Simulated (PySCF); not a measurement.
From one molecule to another.

First species: C₅H₅ (charge +1).
Numbering: `[CH2:1]=[CH:2][c:3]1[cH:4][cH+:5]1` (hydrogens: H6, H7 on C1; H8 on C2; H9 on C4; H10 on C5)

Structure used (PBE0-D3(BJ)/def2-SVP), in Å, numbered top down from 1:
```xyz
10
C5H5 angstrom
C      1.583    0.713    0.687
C      0.876   -0.403    0.418
C     -0.414   -0.312   -0.171
C     -1.463    0.427   -0.689
C     -1.552   -0.920   -0.665
H      1.191    1.710    0.463
H      2.578    0.654    1.139
H      1.261   -1.401    0.639
H     -1.912    1.390   -0.940
H     -2.120   -1.827   -0.885
```

Second species: C7H9F3.
SMILES: `FC(F)(F)C[C@@H]1C[C@@H]2C[C@@H]21`

Levels: wB97X-D/def2-SVPD for HOMO energy, LUMO energy, HOMO–LUMO gap, static isotropic polarisability and electronic spatial extent ⟨r²⟩ about the centre of nuclear charge; TDDFT wB97X-D/def2-SVPD for lowest singlet excitation; TDA wB97X-D/def2-SVPD for lowest triplet excitation (Tamm–Dancoff); ΔSCF wB97X-D/def2-SVPD for vertical ionisation energy; PBE0-D3(BJ)/def2-SVP for rotational constant A and rotational constant C. Geometries: PBE0-D3(BJ)/def2-SVP. Each structure is a single optimised conformer of the isolated species, non-relativistic unless stated; the electronic structure was computed with PySCF and density fitting.

Dipoles, sizes and rotational constants follow the conformer. The torsions of the flexible species, by atom-mapped SMILES:
- `[CH2:1]=[CH:2][c:3]1[cH:4][cH+:5]1`: C1–C2–C3–C4 1°
- `[F:1][C:2]([F:3])([F:4])[CH2:5][C@@H:6]1[CH2:7][C@@H:8]2[CH2:9][C@H:10]12`: F1–C2–C5–C6 -59°, C2–C5–C6–C7 -70°

```json
{"property": "HOMO energy", "column X": "-9.62 eV", "column Y": "-15.52 eV"}
{"property": "LUMO energy", "column X": "2.34 eV", "column Y": "-5.82 eV"}
{"property": "HOMO–LUMO gap", "column X": "11.96 eV", "column Y": "9.70 eV"}
{"property": "lowest singlet excitation", "column X": "7.74 eV", "column Y": "5.83 eV"}
{"property": "lowest triplet excitation (Tamm–Dancoff)", "column X": "7.64 eV", "column Y": "3.47 eV"}
{"property": "static isotropic polarisability", "column X": "78.6 au", "column Y": "51.0 au"}
{"property": "vertical ionisation energy", "column X": "9.80 eV", "column Y": "15.90 eV"}
{"property": "electronic spatial extent ⟨r²⟩ about the centre of nuclear charge", "column X": "1594 bohr²", "column Y": "396 bohr²"}
{"property": "rotational constant A", "column X": "3.077 GHz", "column Y": "19.206 GHz"}
{"property": "rotational constant C", "column X": "0.725 GHz", "column Y": "3.038 GHz"}
```

(1) Which column belongs to which species?

(2) How does each property change from the first species to the second?

## Answers

(1) Column X is the second species and column Y the first. The first has 10 atoms and 34 electrons, the second 19 and 78; their charges are +1 and 0, their HOMO energies -15.52 eV and -9.62 eV.

(2) HOMO energy +5.90 eV; LUMO energy +8.16 eV; HOMO–LUMO gap +2.26 eV; lowest singlet excitation +1.91 eV; lowest triplet excitation (Tamm–Dancoff) +4.17 eV; static isotropic polarisability +27.6 au; vertical ionisation energy -6.10 eV; electronic spatial extent ⟨r²⟩ about the centre of nuclear charge +1198 bohr²; rotational constant A -16.129 GHz; rotational constant C -2.313 GHz.

On the first: The ΔSCF ionisation energy exceeds −ε(HOMO) by 0.38 eV with wB97X-D. No computed singlet falls in the visible range (750 to 380 nm, 1.65 to 3.26 eV); S1 lies 2.57 eV above its blue end.

On the second: The polarisability is 11.64 Å³ as a volume (1 au = 0.148185 Å³), or 1.01 au for each of the 78 electrons. No computed singlet falls in the visible range (750 to 380 nm, 1.65 to 3.26 eV); S1 lies 4.48 eV above its blue end.
